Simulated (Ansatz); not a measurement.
Start from `[OH][Ga]([Br])[Br]` and change one atom or group to get `[OH][Ga]([OH])[Br]`.

Ansatz, PBE0-D4/def2-TZVP geometries, multiplicity 1. Each molecule was computed in one conformer, which needn't be the lowest.

Scalar relativity is left out up to krypton.

```tsv
property	`[OH][Ga]([Br])[Br]`
ideal-gas entropy at 298 K and 1 bar (rigid rotor, harmonic PBE0-D4/def2-TZVP) / J/(mol·K)	358
LUMO energy (PBE/def2-TZVPP) / eV	-2.66
HOMO–LUMO gap (B3LYP/def2-TZVPP) / eV	6.36
LUMO energy (B3LYP/def2-TZVPP) / eV	-2.09
size of the dipole moment (B3LYP/def2-TZVPP) / D	1.24
HOMO–LUMO gap (PBE/def2-TZVPP) / eV	4.75
```

**Question.** Give the same properties after the change, and the shifts. (Best estimate.)

**Answer.** Ansatz gave: 
```csv
property,`[OH][Ga]([OH])[Br]`,shift
"ideal-gas entropy at 298 K and 1 bar (rigid rotor, harmonic PBE0-D4/def2-TZVP) / J/(mol·K)",342,-16
LUMO energy (PBE/def2-TZVPP) / eV,-2.23,0.43
HOMO–LUMO gap (B3LYP/def2-TZVPP) / eV,6.79,0.43
LUMO energy (B3LYP/def2-TZVPP) / eV,-1.66,0.43
size of the dipole moment (B3LYP/def2-TZVPP) / D,1.46,0.22
HOMO–LUMO gap (PBE/def2-TZVPP) / eV,5.14,0.39
```

The zero-point energy changes by 33.4 kJ/mol with +3 modes. Dipoles are sizes alone; their direction can turn.

B3LYP here is the variant with VWN-RPA as its local correlation; programs differ in this.

Spin–orbit coupling is left out; it splits and shifts lone-pair levels of the heavy atoms by tenths of an eV.
